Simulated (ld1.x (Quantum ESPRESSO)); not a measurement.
## Before and after: ultrasoft potential for carbon (C)

C, ultrasoft, made with ld1.x (Quantum ESPRESSO) 7.5 (PBEsol, scalar-relativistic). Core [He], reference 2s2 2p2. Waves: 2s (bound): rcut 1.15, rcutus 1.35 bohr; 2s channel at 0.85 Ry: rcut 1.15, rcutus 1.35 bohr; 2p (bound): rcut 2.15, rcutus 2.90 bohr; 2p channel at 1.6 Ry: rcut 2.15, rcutus 2.90 bohr; 3d channel at 0.15 Ry: rcut 2.55, rcutus 3.05 bohr; 3d channel at 0.8 Ry: rcut 2.55, rcutus 3.05 bohr. Local part: all-electron potential smoothed inside 2.25 bohr (lloc = -1). Core correction: Bessel-smoothed model core inside 0.60 bohr. Augmentation charge: PSQ, radius 1.30 bohr.

All-electron outer shells of the reference configuration (PBEsol, scalar-relativistic, ld1.x):

```
shell  level (eV)  outermost node (bohr)  outermost maximum (bohr)
   1s     -272.04                      –                      0.18
   2s      -13.65                   0.38                      1.22
   2p       -5.23                      –                      1.20
```

Change: functional PBE; removed wave 3d channel at 0.8 Ry: rcut 2.55, rcutus 3.05 bohr.

Cutoffs: the cutoffs (Ry, on a coarse ladder) from which the occupation-weighted sum of valence levels, in a spherical-Bessel basis at the reference potential, stays within 10 and 1 mRy of its value at 400 Ry; they do not see the model core or the augmentation charge, which bear on the density cutoff. Errors are all-electron minus pseudo energies relative to the spin-unpolarised reference configuration.

Task: How do hardness, ghosts and transferability respond?

Result: The potential gets neither clearly harder nor softer (8 Ry and 15 Ry → 8 Ry and 15 Ry); of the 7 tests that both files solve, the error grows in 1 and shrinks in 5 by more than 15 % and 0.3 meV (median size 1.5 → 0.9 meV); neither file shows a bound ghost.

| quantity | base | changed |
| --- | --- | --- |
| cutoff, loose | 8 Ry | 8 Ry |
| cutoff, tight | 15 Ry | 15 Ry |
| bound ghosts | none | none |
| error for 2s2 2p1, meV [ΔE 10.79 → 10.86 eV] | -0.6 | +0.1 |
| error for 2s2 2p0, meV [ΔE 34.81 → 35.02 eV] | -16 | +0.9 |
| error for 2s1 2p0, meV [ΔE 82.77 → 83.21 eV] | -1.4 | +14 |
| error for 2s2 2p2.3, meV [ΔE -1.14 → -1.16 eV] | +0.7 | +0.5 |
| error for 2s1 2p2, meV [ΔE 19.50 → 19.62 eV] | +1.7 | -1.3 |
| error for 2s1 2p3, meV [ΔE 8.43 → 8.48 eV] | -1.5 | -0.4 |
| error for 2s0 2p4, meV [ΔE 16.87 → 16.98 eV] | -6.5 | -2.1 |
| s: phases at 3.29 bohr within 0.05 rad from the reference energy up to (Ry; the scan ends near 5) | to the end of the scan | 4.8 |
| p: phases at 3.29 bohr within 0.05 rad from the reference energy up to (Ry; the scan ends near 5) | 3.1 | 3.4 |
| d: phases at 3.29 bohr within 0.05 rad from the reference energy up to (Ry; the scan ends near 5) | 3.1 | 2.9 |
| lowest overlap eigenvalue by channel | s 0.62, p 0.79, d 0.88 | s 0.62, p 0.79, d 1.00 |
